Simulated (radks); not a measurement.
Spherical jellium clusters: N electrons in a uniform positive sphere of charge N and radius rs N^(1/3), rs = 3.74 bohr. Method: non-relativistic Kohn-Sham, LDA (Slater exchange, Perdew-Wang correlation), spin-polarised, spherical densities; computed with a radial shooting solver with Libxc functionals. Levels are named by radial order and angular momentum (1s, 1p, 1d, 2s, ...), and open shells are averaged over m.

N = 18, configuration 1s2 1p6 1d10. This is the lowest configuration that the search found. Occupied and some empty levels:

| level | occupation | eigenvalue (eV) | <r> (bohr) |
|---|---|---|---|
| 1s | 2 | -5.4562 | 5.857 |
| 1p | 6 | -4.4323 | 7.210 |
| 1d | 10 | -3.2349 | 8.153 |
| 2s | 0 | -2.8880 | 6.954 |
| 1f | 0 | -1.8920 | 9.034 |
| 2p | 0 | -1.4170 | 8.888 |

Energy (eV): total -33.2180, kinetic 34.807, external -1062.3, Hartree 523.80, exchange-correlation -69.266, background 539.70. Static polarisability (adiabatic kernel): 1280 bohr^3, against R^3 = 941.6 for a classical metal sphere.
